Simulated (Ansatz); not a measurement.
Molecule: sum formula Si3N2H9 (charge 0, doublet). It need not be the lowest isomer of its formula. 
Structure (B3LYP-D3(BJ)/def2-TZVP (Ansatz, an electronic-structure program) minimum search):
SMILES: N([SiH]N[SiH3])[SiH3]
```xyz
14

Si    -0.0714    -0.6590     0.0729
N     -1.3332     0.5295     0.0049
Si    -2.9593     0.4244     0.5928
N      1.4491     0.1731     0.1365
Si     2.9515    -0.1895    -0.6558
H      0.0197    -1.5224    -1.1455
H     -1.0777     1.3938    -0.4604
H     -3.1210    -0.9178     1.1930
H     -3.9485     0.6013    -0.4986
H     -3.2417     1.4609     1.6171
H      1.5056     0.8801     0.8601
H      3.9278    -0.8549     0.2423
H      2.6548    -1.0842    -1.7936
H      3.5786     1.0633    -1.1434
```
Charge 0, spin multiplicity 2.

Parts of the frozen-core correlation energy in STO-3G (Ansatz, hartree). Frozen orbitals: 17; correlated occupied orbitals by spin: 16 and 15; virtual: 13 and 14. UHF or UKS for open shells. Spin-orbit coupling is left out. Non-relativistic.

```
term                            value
-------------------------  ----------
reference (HF)             -969.55169
MP2 opposite-spin            -0.17656
MP2 same-spin                -0.02486
CCSD correlation             -0.26556
(T)                          -0.00459
T1 diagnostic                   0.014
largest doubles amplitude       0.036
<S^2> of the reference          0.753
```
